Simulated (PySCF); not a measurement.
Compound: ethyldimethoxyborane, C4H11BO2.
Z-matrix (Å and degrees, PBE0-D3(BJ)/def2-SVP geometry), rows numbered from 1:
```
C 
C   1  1.5228
B   2  1.5793  1  115.15
O   3  1.3669  2  123.42  1   179.18
C   4  1.3988  3  122.68  2    -0.13
O   3  1.3574  2  118.80  1    -0.61
C   6  1.4036  3  122.86  2  -179.41
H   1  1.1011  2  112.16  3  -178.81
H   1  1.1004  2  111.14  3    60.44
H   1  1.1003  2  111.17  3   -58.01
H   2  1.1064  1  110.51  3   122.88
H   2  1.1066  1  110.45  3  -122.70
H   5  1.1036  4  112.02  3   -62.41
H   5  1.0998  4  108.48  3   178.35
H   5  1.1035  4  112.04  3    59.10
H   7  1.1004  6  108.68  3  -144.24
H   7  1.1006  6  112.06  3   -23.36
H   7  1.1027  6  110.32  3    97.43
```

A calculation gives these core lines: B 1s: 196.49 eV; C 1s: 289.92 (area 1), 290.24 (area 1), 292.41 (area 2) eV; O 1s: 538.33 eV.

Level of theory: PySCF, delta-SCF UKS SCAN, pcX-2 on the ionised atom, pcseg-1 elsewhere, spin-free X2C. Geometry: PBE0-D3(BJ)/def2-SVP, one conformer, isolated molecule.

**Question.** Order the carbon atoms by C 1s binding energy.

**Answer.** 289.92 eV: C2 (sp3 carbon bound to boron); 290.24 eV: C1 (methyl carbon); 292.41 eV: C5/C7 (methoxy carbon). Lowest listed C 1s: C2, bonded to C, 2 H and B. Highest, 2.49 eV above it: C5/C7, bonded to O and 3 H. The widest gap between neighbouring values is 2.17 eV, between 290.24 and 292.41 eV.

Bonded neighbours of each site: C1: C and 3 H; C2: C, 2 H and B; B3: 2 O and C; O4/O6: C and B; C5/C7: O and 3 H.

**Question.** Which photon energy gives electrons from B 1s of B3 a kinetic energy of 20 eV, and what is their de Broglie wavelength?

**Answer.** hν = 196.49 + 20 = 216.49 eV, recoil neglected; λ = 12.264 Å/√(E/eV) = 2.74 Å.

Topologically equivalent atoms share the value of their first member; where this conformer doesn't relate them by symmetry, their own values could differ.

Hardware: one thread of an x86-64 server, no GPU, on a shared host. Cost: 1.8 min wall.
